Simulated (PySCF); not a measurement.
Ga(Br)(OH)2 (BrGaH2O2), SMILES [OH][Ga]([Br])[OH].

The structure is a stationary point at B3LYP-D3(BJ)/def2-SVP. One conformer was computed; it need not be the lowest.

These are B3LYP/def2-TZVP (PySCF) values and carry that method's errors.

```
Item                                                                                                           Result
---------------------------------------------------------------------------------------------  ----------------------
total energy                                                                                      -4650.92920 hartree
point group                                                                                                        Cs
highest occupied level                                                                                       -8.43 eV
lowest empty level                                                                                           -1.76 eV
orbital gap                                                                                                   6.66 eV
dipole moment                                                                                                  1.54 D
quadrupole, principal values (traceless, Buckingham form, about the centre of nuclear charge)   -4.35, 1.59, 2.76 D·Å
mean static polarisability                                                                       52.2 bohr³ (7.73 Å³)
polarisability, principal values                                                               38.4, 51.0, 67.0 bohr³
```
